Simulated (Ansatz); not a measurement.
```yaml
crystal:
  periodic: [false, false, false]
  atoms:
    - {symbol: F, position_ang: [-1.292853, -0.872963, 0.360473]}
    - {symbol: Ti, position_ang: [-0.716578, 0.127473, 0.239618]}
    - {symbol: F, position_ang: [-0.963752, 0.677706, 1.288470]}
    - {symbol: Cl, position_ang: [-1.400577, 0.962935, -0.819849]}
    - {symbol: C, position_ang: [0.290664, -0.195759, -0.790374]}
    - {symbol: C, position_ang: [0.567501, 0.555880, -0.480068]}
    - {symbol: C, position_ang: [0.771859, 0.382802, 0.459950]}
    - {symbol: C, position_ang: [0.521936, -0.517597, 0.520520]}
    - {symbol: C, position_ang: [0.325424, -0.914813, -0.216719]}
    - {symbol: H, position_ang: [0.050273, -0.225173, -1.404030]}
    - {symbol: H, position_ang: [0.581218, 1.331222, -0.803514]}
    - {symbol: H, position_ang: [0.960576, 0.813234, 0.991915]}
    - {symbol: H, position_ang: [0.568358, -0.881290, 1.086912]}
    - {symbol: H, position_ang: [0.097891, -1.632311, -0.359429]}
basis:
  gaussian: {orbitals: aug-cc-pVDZ}
hamiltonian: {xc: {name: SVWN5}}
```

```sh
$ ansatz run in.yaml --threads 2 --pin off --events-out ev --progress --plain --max-ram 22528MiB --backend cuda --devices 0, --max-vram 18GiB
```

It prints (some lines left out):

```
Functional definition: SVWN5
2687 factors; their error is unknown
mean field evaluation 1: about -45648.9771 eV, gradient 4.5e2 eV
mean field evaluation 2: about -40880.6940 eV, gradient 1.1e3 eV
mean field evaluation 4: about -45881.6746 eV, gradient 2.5e2 eV
mean field evaluation 8: about -45987.6033 eV, gradient 3.0e0 eV
mean field evaluation 16: about -45987.5628 eV, gradient 5.6e-2 eV
a density is far from that of the atoms, so the factors are made again for it
2985 factors; integrals over basis functions are off by at most 8.6e-5 eV
mean field -45987.56263052 eV, -1690.0117551820 hartree, gradient 2.4e-5 eV, S^2 0.000000; 0 other end points of the search recorded, 1 dependent functions left out
reference -45987.56274693 eV, -1690.0117594601 hartree; 46, 46 occupied and 245, 245 virtual orbitals, 2985 factors
Total energy: -45987.56274693 eV, -1690.0117594601 hartree
```

Task: Something in this input is off. What?

Result: The geometry is squeezed to about two thirds of its size. Self-consistency was reached. The result belongs to that input, not to the molecule as meant.
